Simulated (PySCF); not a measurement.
BF2I (SMILES FB(F)I), singlet, at a GFN2-xTB geometry (core potentials on I). Base run: M062X/def2-SVP in PySCF.

Input for PySCF:
```python
from pyscf import gto, scf, dft, solvent

mol = gto.Mole()
mol.atom = '''
    B    -0.99318531    0.58081589   -0.59232588
    F    -2.17850459    0.03723012   -0.63419204
    F    -0.86903896    1.75669555   -1.14379190
    I     0.61120412   -0.35942284    0.35780160
'''
mol.basis = 'def2-svp'
mol.ecp = {'I': 'def2-svp'}
mol.verbose = 3
mol.build()

mf = dft.RKS(mol)
mf.xc = 'm062x'
mf.kernel()
```

The base run was repeated with changes; each row names its change, and settings that it needs were set with it.

| change | ΔE vs base (kJ/mol) | dipole (D) | HOMO-LUMO gap (eV) |
|---|---|---|---|
| base | 0.00 | 0.37 | 9.82 |
| model = COSMO; solvent = 2-propanol | -4.87 | 0.42 | 9.90 |
| model = IEF-PCM; solvent = 2-propanol; lebedev_order = 11 | -4.80 | 0.43 | 9.89 |
| model = ddCOSMO; solvent = 2-propanol | -5.05 | 0.37 | 9.92 |
| model = SS(V)PE; solvent = 2-propanol | -4.83 | 0.42 | 9.89 |
| model = IEF-PCM; solvent = 2-propanol; r_probe = 0.5 | -1.70 | 0.39 | 9.86 |
| model = IEF-PCM; solvent = 2-propanol; lebedev_order = 41 | -4.85 | 0.42 | 9.90 |
| model = IEF-PCM; solvent = 2-propanol; vdw_scale = 1.1 | ? | ? | ? |
| model = IEF-PCM; solvent = 2-propanol; vdw_scale = 1.0 | -12.89 | 0.53 | 9.90 |
| model = IEF-PCM; solvent = tetrahydrofuran | ? | 0.41 | ? |
| model = IEF-PCM; solvent = 2-propanol; vdw_scale = 1.4 | ? | ? | 9.86 |
| model = IEF-PCM; solvent = chloroform | -3.64 | 0.41 | 9.87 |

Task: Fill in the missing entries.

Result: 
- model = IEF-PCM; solvent = 2-propanol; vdw_scale = 1.1, ΔE vs base (kJ/mol): -7.66
- model = IEF-PCM; solvent = 2-propanol; vdw_scale = 1.1, dipole (D): 0.45
- model = IEF-PCM; solvent = 2-propanol; vdw_scale = 1.1, HOMO-LUMO gap (eV): 9.91
- model = IEF-PCM; solvent = tetrahydrofuran, ΔE vs base (kJ/mol): -4.19
- model = IEF-PCM; solvent = tetrahydrofuran, HOMO-LUMO gap (eV): 9.88
- model = IEF-PCM; solvent = 2-propanol; vdw_scale = 1.4, ΔE vs base (kJ/mol): -2.18
- model = IEF-PCM; solvent = 2-propanol; vdw_scale = 1.4, dipole (D): 0.40

The base is the gas phase, so ΔE is the electrostatic part of solvation at a fixed geometry, without cavity and dispersion terms.
